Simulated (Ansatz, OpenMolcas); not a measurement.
A ladder of methods for CH6GaN (SMILES [CH3][GaH][NH2])

CH6GaN has 9 atoms, charge 0, and is taken as a singlet. SMILES: `[CH3][GaH][NH2]`. Geometry: relaxed at PBE0-D4/def2-TZVP.

Quantity: the electronic atomisation energy, in eV. The values are calculated. Electronic energies at fixed atoms, without zero-point motion or spin-orbit coupling.

```csv
level,kind,program,value (eV),less CCSD(T)/6-31G*,CPU time (all runs)
HF/6-31G* (spherical functions),Hartree–Fock,OpenMolcas,21.18,-5.51,24 s
BLYP/6-31G* (spherical functions),GGA,Ansatz,29.34,+2.65,12 s
PBE/6-31G* (spherical functions),GGA,OpenMolcas,29.99,+3.30,55 s
TPSS/6-31G* (spherical functions),meta-GGA,OpenMolcas,30.09,+3.40,75 s
PBE0/6-31G* (spherical functions),global hybrid,OpenMolcas,29.56,+2.87,56 s
r2SCAN0/6-31G* (spherical functions),hybrid meta-GGA,Ansatz,29.28,+2.59,20 s
MP2/6-31G* (spherical functions),perturbation theory,Ansatz,26.88,+0.19,3 s
CCSD(T)/6-31G* (spherical functions),coupled cluster or CI,Ansatz,26.69,0.00,12 s
```

Differences are taken from CCSD(T)/6-31G* (spherical functions) for orientation; it has basis-set and higher-order errors of its own. All-electron rows without a relativistic Hamiltonian named are non-relativistic. The values span 21.18 to 30.09 eV. In the correlated wave-function rows the outer d shell of Ga is correlated, in sets not made for it. CPU times are rough (shared hosts, several kinds of processor): they show what a rung costs within a factor of a few.
